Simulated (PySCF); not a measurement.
A PySCF script (with the pyscf-properties extension) for the NMR shieldings of `OB(C1=C[C@@H](C=C)[C@H]1F)O`, C₆H₈BFO₂, on a GFN2-xTB geometry:

```python
import basis_set_exchange as bse
import numpy as np
from pyscf import gto, dft
from pyscf.prop import nmr

atoms = """
C    -2.516839   -0.303402   -1.445412
C    -2.148148   -0.818850   -0.287983
C    -1.090751   -0.242107    0.596079
C    -0.393471    1.008645    0.130110
C     0.801475    0.435108   -0.071751
B     2.200603    0.835528   -0.654213
O     3.061051   -0.098004   -1.140557
O     2.559560    2.134493   -0.676254
C     0.315196   -0.907281    0.439834
F     0.397743   -1.956428   -0.448862
H    -2.076083    0.601652   -1.828138
H    -3.273781   -0.766382   -2.054547
H    -2.590006   -1.737410    0.075294
H    -1.441999   -0.221632    1.632879
H    -0.753475    2.013572    0.014903
H     2.742703   -1.000161   -1.134773
H     3.425191    2.288073   -1.058153
H     0.772273   -1.259096    1.370367
"""
names = dict.fromkeys(["C", "B", "O", "F", "H"], "pcSseg-1")
basis = {el: gto.basis.parse(bse.get_basis(n, elements=[el], fmt="nwchem")) for el, n in names.items()}
mol = gto.M(atom=atoms, basis=basis, charge=0, verbose=0)
mf = dft.RKS(mol, xc="PBE0")
mf.grids.level = 2
mf.grids.alignment = dft.numint.BLKSIZE   # the property module wants whole blocks of grid points
mf.conv_tol = 1e-9
mf.kernel()

calc = nmr.RKS(mf)   # GIAO
C = mf.mo_coeff
Co = C[:, mf.mo_occ > 0]
resp = mf.gen_response(singlet=True, hermi=2)
def vind(x):   # induced exchange potential for any number of trial vectors
    d = np.einsum("pi,xij,qj->xpq", C, 2 * x.reshape(-1, C.shape[1], Co.shape[1]), Co, optimize=True)
    return np.einsum("xpq,pi,qj->xij", resp(d - d.transpose(0, 2, 1)), C, Co, optimize=True).ravel()
mo1, _ = nmr.rhf.solve_mo1(calc, with_cphf=vind)
sigma = calc.kernel(mo1)
for i, s in enumerate(sigma):   # ppm
    w = np.linalg.eigvalsh((s + s.T) / 2)
    print("%2d %-2s iso %8.1f  s11 %8.1f  s22 %8.1f  s33 %8.1f" % (i, mol.atom_pure_symbol(i), w.mean(), *w))
```

**Question.** What does it print?

**Answer.** 
```
 0 C  iso     62.4  s11    -50.5  s22     70.0  s33    167.6
 1 C  iso     41.3  s11    -79.3  s22     45.1  s33    158.2
 2 C  iso    130.1  s11    117.6  s22    134.0  s33    138.7
 3 C  iso     22.7  s11   -101.3  s22     12.8  s33    156.6
 4 C  iso     28.8  s11    -80.0  s22     23.9  s33    142.5
 5 B  iso     77.9  s11     61.0  s22     77.4  s33     95.2
 6 O  iso    214.5  s11    101.0  s22    262.0  s33    280.5
 7 O  iso    224.0  s11    125.3  s22    262.8  s33    284.0
 8 C  iso     92.8  s11     58.0  s22     82.7  s33    137.7
 9 F  iso    385.0  s11    366.3  s22    388.3  s33    400.3
10 H  iso     26.3  s11     23.1  s22     25.1  s33     30.6
11 H  iso     26.2  s11     23.7  s22     25.5  s33     29.4
12 H  iso     25.3  s11     23.2  s22     25.3  s33     27.4
13 H  iso     27.9  s11     25.0  s22     27.0  s33     31.6
14 H  iso     24.3  s11     21.6  s22     25.5  s33     25.9
15 H  iso     27.0  s11     20.1  s22     25.4  s33     35.4
16 H  iso     27.6  s11     21.8  s22     23.5  s33     37.5
17 H  iso     26.3  s11     23.6  s22     25.9  s33     29.3
```

These numbers come from an equivalent density-fitted implementation of the same equations, which agrees with the script to about 0.01 ppm for H and up to a few tenths of a ppm for heavy atoms, so last digits may differ.

Size and cost of the density-fitted run: 210 basis functions, 41 s wall time on 1 thread of an Arm Neoverse V1, shared host; peak memory 0.93 GiB.
